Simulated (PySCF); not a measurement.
A structure optimised at r2SCAN-D4/def2-SVP, used in a PySCF frequency run:

```
Si
N 1 1.7010
H 2 1.0148 1 121.72
H 2 1.0150 3 111.45 1 155.58
O 1 1.7541 2 108.81 3 76.25
C 5 1.2783 1 123.76 2 173.38
N 6 1.1701 1 147.88 2 170.93
H 1 1.4839 2 109.21 3 -37.13
C 1 1.8525 8 115.73 5 -115.35
H 9 1.1010 1 111.16 8 -58.62
H 9 1.1019 10 108.33 1 -121.88
H 9 1.1023 10 108.25 11 -116.33
```

**Question.** Write its SMILES and formula.

**Answer.** C[Si@@H](N)OC#N, C2H6N2OSi

**Question.** What are its rotational constants (standard atomic weights)?

**Answer.** 5.7689, 1.7807, 1.4624 GHz
